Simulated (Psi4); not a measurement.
ClLi, singlet, at a GFN2-xTB geometry (such geometries of metal compounds can be far from the true shape); B3LYP/cc-pVDZ (Psi4 1.11).

Here is a job for Psi4.
```
memory 2 GB

molecule mol {
0 1
Li   -0.000000   -0.000000   -1.663114
Cl    0.000000    0.000000    0.293491
}

set {
  basis cc-pvdz
  reference rks
  scf_type pk
  puream true
  d_convergence 1e-8
  dft_radial_points 99
  dft_spherical_points 590
}

energy('b3lyp')
print_variables()
```

It wrote (shortened):

```
   => Loading Basis Set <=

    Name: CC-PVDZ
    Role: ORBITAL
    Keyword: BASIS

         ---------------------------------------------------------
                                   SCF
               by Justin Turney, Rob Parrish, Andy Simmonett
                          and Daniel G. A. Smith
                              RKS Reference
         ---------------------------------------------------------

  ==> Geometry <==

    Molecular point group: c2v
    Full point group: C_inf_v

    Geometry (in Angstrom), charge = 0, multiplicity = 1:

       Center              X                  Y                   Z               Mass
    ------------   -----------------  -----------------  -----------------  -----------------
         LI           0.000000000000     0.000000000000    -1.629640740189     7.016003436600
         CL           0.000000000000     0.000000000000     0.326964259811    34.968852682000

  Running in c2v symmetry.

  Rotational constants: A = ************  B =      0.75355  C =      0.75355 [cm^-1]
  Rotational constants: A = ************  B =  22590.83970  C =  22590.83970 [MHz]
  Nuclear repulsion =   13.793298976630441

  Charge       = 0
  Multiplicity = 1
  Electrons    = 20
  Nalpha       = 10
  Nbeta        = 10

  ==> Algorithm <==

  SCF Algorithm Type is PK.
  DIIS enabled.
  MOM disabled.
  Fractional occupation disabled.
  Guess Type is SAD.
  Energy threshold   = 1.00e-06
  Density threshold  = 1.00e-08
  Integral threshold = 1.00e-12

  ==> Primary Basis <==

  Basis Set: CC-PVDZ
    Blend: CC-PVDZ
    Number of shells: 14
    Number of basis functions: 32
    Number of Cartesian functions: 34
    Spherical Harmonics?: true
    Max angular momentum: 2

  ==> DFT Potential <==

   => LibXC <=

    Version 7.1.2
    S. Lehtola, C. Steigemann, M. J. T. Oliveira, and M. A. L. Marques,  SoftwareX 7, 1–5 (2018) (10.1016/j.softx.2017.11.002)

   => Composite Functional: B3LYP <=

    B3LYP Hyb-GGA Exchange-Correlation Functional

    P. J. Stephens, F. J. Devlin, C. F. Chabalowski, and M. J. Frisch,  J. Phys. Chem. 98, 11623 (1994) (10.1021/j100096a001)

    Deriv               =              1
    GGA                 =           TRUE
    Meta                =          FALSE

    Exchange Hybrid     =           TRUE
    MP2 Hybrid          =          FALSE

   => Exchange Functionals <=

    0.0800   Slater exchange
    0.7200         Becke 88

   => Exact (HF) Exchange <=

    0.2000               HF

   => Correlation Functionals <=

    0.1900   Vosko, Wilk & Nusair (VWN5_RPA)
    0.8100   Lee, Yang & Parr

   => LibXC Density Thresholds  <==

    XC_HYB_GGA_XC_B3LYP:  1.00E-15

   => Molecular Quadrature <=

    Radial Scheme          =       TREUTLER
    Pruning Scheme         =           NONE
    Nuclear Scheme         =       TREUTLER

    Blocking Scheme        =         OCTREE
    BS radius alpha        =              1
    Pruning alpha          =              1
    Radial Points          =             99
    Spherical Points       =            590
    Total Points           =         113173
    Total Blocks           =           1002
    Max Points             =            256
    Max Functions          =             32
    Weights Tolerance      =       1.00E-15

  ==> Integral Setup <==

  Using in-core PK algorithm.
   Calculation information:
      Number of atoms:                   2
      Number of AO shells:              14
      Number of primitives:             75
      Number of atomic orbitals:        34
      Number of basis functions:        32

      Integral cutoff                 1.00e-12
      Number of threads:                 1

  Performing in-core PK
  Using 279312 doubles for integral storage.
  We computed 5565 shell quartets total.
  Whereas there are 5565 unique shell quartets.

  ==> DiskJK: Disk-Based J/K Matrices <==

    J tasked:                  Yes
    K tasked:                  Yes
    wK tasked:                  No
    Schwarz Cutoff:          1E-12

  Minimum eigenvalue in the overlap matrix is 6.5037322126E-03.
  Reciprocal condition number of the overlap matrix is 2.2739771471E-03.
    Using symmetric orthogonalization.

  ==> Pre-Iterations <==

  SCF Guess: Superposition of Atomic Densities via on-the-fly atomic UHF (no occupation information).

   -------------------------
    Irrep   Nso     Nmo
   -------------------------
     A1        16      16
     A2         2       2
     B1         7       7
     B2         7       7
   -------------------------
    Total      32      32
   -------------------------

  ==> Iterations <==

                        Total Energy        Delta E     RMS |[F,P]|

   @RKS iter SAD:  -467.50396543523533   -4.67504e+02   0.00000e+00
   @RKS iter   1:  -467.73445820470312   -2.30493e-01   1.88311e-02 DIIS/ADIIS
   @RKS iter   2:  -467.67783057996900    5.66276e-02   2.48767e-02 DIIS/ADIIS
   @RKS iter   3:  -467.81726522592533   -1.39435e-01   1.59756e-03 DIIS/ADIIS
   @RKS iter   4:  -467.81782821413941   -5.62988e-04   4.84324e-04 DIIS/ADIIS
   @RKS iter   5:  -467.81787452308902   -4.63089e-05   6.20165e-05 DIIS
   @RKS iter   6:  -467.81787545038986   -9.27301e-07   2.75269e-06 DIIS
   @RKS iter   7:  -467.81787545199649   -1.60662e-09   8.55317e-08 DIIS
   @RKS iter   8:  -467.81787545199944   -2.95586e-12   4.96876e-09 DIIS
  Energy and wave function converged.

  ==> Post-Iterations <==

   Electrons on quadrature grid:
      Ntotal   =   20.0000001283 ; deviation = 1.283e-07

    Orbital Energies [Eh]
    ---------------------

    Doubly Occupied:

       1A1  -101.445005     2A1    -9.364430     3A1    -7.121027
       1B2    -7.120135     1B1    -7.120135     4A1    -2.037314
       5A1    -0.718403     6A1    -0.277953     2B1    -0.254997
       2B2    -0.254997

    Virtual:

       7A1    -0.057738     3B2     0.004721     3B1     0.004721
       8A1     0.030870     4B2     0.084085     4B1     0.084085
       9A1     0.084700    10A1     0.199747    11A1     0.232781
       1A2     0.232781     5B1     0.281410     5B2     0.281410
      12A1     0.395632     6B2     0.670024     6B1     0.670024
      13A1     0.710117    14A1     0.805615    15A1     0.829048
       2A2     0.829048     7B2     0.923473     7B1     0.923473
      16A1     1.340736

    Final Occupation by Irrep:
             A1    A2    B1    B2
    DOCC [     6,    0,    2,    2 ]
    NA   [     6,    0,    2,    2 ]
    NB   [     6,    0,    2,    2 ]

  @RKS Final Energy:  -467.81787545199944

   => Energetics <=

    Nuclear Repulsion Energy =             13.7932989766304406
    One-Electron Energy =                -674.4763672630472229
    Two-Electron Energy =                 217.2092893299926857
    DFT Exchange-Correlation Energy =     -24.3440964955753785
    Empirical Dispersion Energy =           0.0000000000000000
    VV10 Nonlocal Energy =                  0.0000000000000000
    Total Energy =                       -467.8178754519994982

Computation Completed

Properties will be evaluated at   0.000000,   0.000000,   0.000000 [a0]

Properties computed using the SCF density matrix

 Multipole Moments:

 ------------------------------------------------------------------------------------
     Multipole            Electronic (a.u.)      Nuclear  (a.u.)        Total (a.u.)
 ------------------------------------------------------------------------------------

 L = 1.  Multiply by 2.5417464519 to convert [e a0] to [Debye]
 Dipole X            :          0.0000000            0.0000000            0.0000000
 Dipole Y            :          0.0000000            0.0000000            0.0000000
 Dipole Z            :         -3.8417636            1.2651153           -2.5766483
 Magnitude           :                                                    2.5766483

 ------------------------------------------------------------------------------------

  Variable Map:
  ----------------------------------------------------------------------------
  "CURRENT ENERGY"              =>    -467.817875451999
  "CURRENT REFERENCE ENERGY"    =>    -467.817875451999
  "DD SOLVATION ENERGY"         =>       0.000000000000
  "DFT FUNCTIONAL TOTAL ENERGY" =>    -467.817875451999
  "DFT TOTAL ENERGY"            =>    -467.817875451999
  "DFT VV10 ENERGY"             =>       0.000000000000
  "DFT XC ENERGY"               =>     -24.344096495575
  "GRID ELECTRONS ALPHA"        =>      10.000000064157
  "GRID ELECTRONS BETA"         =>      10.000000064157
  "GRID ELECTRONS TOTAL"        =>      20.000000128314
  "NUCLEAR REPULSION ENERGY"    =>      13.793298976630
  "ONE-ELECTRON ENERGY"         =>    -674.476367263047
  "PCM POLARIZATION ENERGY"     =>       0.000000000000
  "PE ENERGY"                   =>       0.000000000000
  "SCF ITERATION ENERGY"        =>    -467.817875451999
  "SCF ITERATIONS"              =>       8.000000000000
  "SCF TOTAL ENERGY"            =>    -467.817875451999
  "TWO-ELECTRON ENERGY"         =>     217.209289329993
  "XC GRID RADIAL POINTS"       =>      99.000000000000
  "XC GRID SPHERICAL POINTS"    =>     590.000000000000
  "XC GRID TOTAL POINTS"        =>  113173.000000000000

  Array Variable Map:
  ----------------------------------------------------------------------------
  "CURRENT DIPOLE"              =>       0.000000000000 ... -2.576648284549 1 by 3
  "SCF DIPOLE"                  =>       0.000000000000 ... -2.576648284549 1 by 3
  "SCF TOTAL ENERGIES"          =>    -467.503965435235 ... -467.817875451999 1 by 9
```
